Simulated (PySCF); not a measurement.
Molecule: `[SiH3]O[SiH2]C#[C][GeH3]`, C₂H₈GeOSi₂.

Mapped SMILES: `[SiH3:1][O:2][SiH2:3][C:4]#[C:5][GeH3:6]` (H(Xn): hydrogen on atom n).

Geometry PBE0-D3(BJ)/def2-SVP throughout; GIAO in PySCF 2.14, gas phase, one conformer, non-relativistic; equivalent atoms averaged; basis pcSseg-1.

(1) How do the absolute shieldings σ depend on the functional? (ppm; last column core-seconds on shared hosts with different chips, so compare them loosely)

(2) Which nucleus moves most, in ppm?

Results:

(1) 
| functional | kind | Si1 | Si3 | O2 | C4 | C5 | Ge6 | H(Si1) | H(Si3) | H(Ge6) | core-s |
| --- | --- | --- | --- | --- | --- | --- | --- | --- | --- | --- | --- |
| HF | Hartree–Fock | 437.7 | 449.3 | 337.4 | 70.6 | 71.8 | 1739.3 | 27.18 | 27.29 | 27.64 | 12 |
| LDA | LDA | 352.2 | 368.3 | 322.2 | 60.4 | 61.9 | 1547.4 | 25.34 | 25.37 | 26.18 | 19 |
| PBE | GGA | 373.5 | 389.7 | 317.8 | 65.7 | 67.9 | 1562.3 | 25.96 | 25.99 | 26.81 | 26 |
| BLYP | GGA | 369.9 | 385.8 | 312.2 | 62.1 | 64.5 | 1544.1 | 26.27 | 26.31 | 27.02 | 24 |
| BP86 | GGA | 372.4 | 389.4 | 317.3 | 65.6 | 67.9 | 1555.6 | 26.06 | 26.09 | 26.82 | 26 |
| OPBE | GGA | 394.7 | 411.2 | 322.8 | 75.6 | 77.3 | 1569.2 | 26.07 | 26.09 | 26.94 | 23 |
| KT2 | GGA | 396.4 | 413.7 | 318.9 | 75.5 | 79.6 | 1615.0 | 25.99 | 26.01 | 26.78 | 22 |
| KT3 | GGA | 405.6 | 422.1 | 317.6 | 77.3 | 80.7 | 1602.1 | 26.35 | 26.38 | 27.15 | 22 |
| B97-D | GGA | 389.5 | 406.0 | 318.0 | 70.1 | 72.3 | 1554.6 | 26.41 | 26.45 | 27.04 | 23 |
| B3LYP | global hybrid | 382.1 | 396.9 | 319.9 | 63.5 | 65.6 | 1583.6 | 26.44 | 26.51 | 27.11 | 17 |
| PBE0 | global hybrid | 389.3 | 404.3 | 326.2 | 67.5 | 69.3 | 1610.1 | 26.23 | 26.30 | 26.97 | 16 |
| mPW1PW91 | global hybrid | 388.0 | 403.5 | 325.5 | 66.9 | 68.7 | 1601.6 | 26.33 | 26.40 | 27.03 | 16 |
| WP04 | global hybrid | 385.0 | 402.5 | 314.7 | 62.5 | 63.6 | 1542.2 | 27.32 | 27.36 | 27.77 | 37 |
| B97-2 | global hybrid | 396.5 | 411.9 | 325.2 | 70.4 | 72.3 | 1599.2 | 26.45 | 26.52 | 27.12 | 34 |
| BHandHLYP | global hybrid | 401.6 | 415.2 | 328.0 | 65.6 | 67.4 | 1643.2 | 26.70 | 26.80 | 27.27 | 35 |
| CAM-B3LYP | range-separated hybrid | 385.1 | 398.8 | 326.3 | 64.4 | 66.1 | 1602.6 | 26.40 | 26.52 | 27.08 | 50 |
| wB97X-D | range-separated hybrid | 390.2 | 405.1 | 327.4 | 68.0 | 69.9 | 1609.3 | 26.43 | 26.54 | 27.14 | 49 |
| LC-wPBE | range-separated hybrid | 391.6 | 405.3 | 336.4 | 68.4 | 69.1 | 1614.3 | 26.43 | 26.56 | 27.16 | 60 |

(2) Ge6 (germanium bonded to C, 3 H): from 1542.2 ppm with WP04 to 1739.3 ppm with HF. The smallest spread is 1.59 ppm, at H(Ge6). Proton shifts span only some 12 ppm, so a few tenths of a ppm matter as much there as several ppm in carbon.

Relativistic effects, spin–orbit coupling among them, are left out; they matter for Ge and for the light atoms bonded to it.
